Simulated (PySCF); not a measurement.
## Dipole response of F³⁺ (fluorine, charge +3)

[He] 2s2 2p2, high-spin 3P determinant. Calculation: PySCF 2.14, in aug-cc-pV5Z (7s6p5d4f3g2h, 127 functions); no relativity, point nucleus. Coupled (time-dependent) response in atomic units; α is the mean over directions.

| method | mean α (bohr³) | α xx, yy, zz | C₆ (like pair) | S(−4) |
| --- | --- | --- | --- | --- |
| UHF | 0.9810 | 1.073, 0.9348, 0.9348 | 0.8717 | 1.356 |
| PBE | 0.9419 | 1.040, 0.8928, 0.8928 | 0.8513 | 1.067 |
| PBE0 | 0.9454 | 1.043, 0.8963, 0.8963 | 0.8512 | 1.100 |
| BHandHLYP | 0.9364 | 1.038, 0.8855, 0.8855 | 0.8403 | 1.071 |

S(−4) is the Cauchy moment in α(ω) = α(0) + S(−4) ω² + …

α(iu) at PBE:

```json
{"u (hartree)": "0", "α(iu) (bohr³)": "0.9419"}
{"u (hartree)": "0.0500", "α(iu) (bohr³)": "0.9392"}
{"u (hartree)": "0.100", "α(iu) (bohr³)": "0.9314"}
{"u (hartree)": "0.200", "α(iu) (bohr³)": "0.9022"}
{"u (hartree)": "0.300", "α(iu) (bohr³)": "0.8595"}
{"u (hartree)": "0.500", "α(iu) (bohr³)": "0.7572"}
{"u (hartree)": "0.750", "α(iu) (bohr³)": "0.6350"}
{"u (hartree)": "1.00", "α(iu) (bohr³)": "0.5367"}
{"u (hartree)": "1.50", "α(iu) (bohr³)": "0.4002"}
{"u (hartree)": "2.00", "α(iu) (bohr³)": "0.3115"}
{"u (hartree)": "3.00", "α(iu) (bohr³)": "0.2033"}
{"u (hartree)": "5.00", "α(iu) (bohr³)": "0.1040"}
```

For an ion, C₆ is the dispersion term alone; charge-induced terms of lower order in 1/R come first.

The components differ because the open shell of this determinant is not spherical; for a pure term their mean is the scalar polarisability.
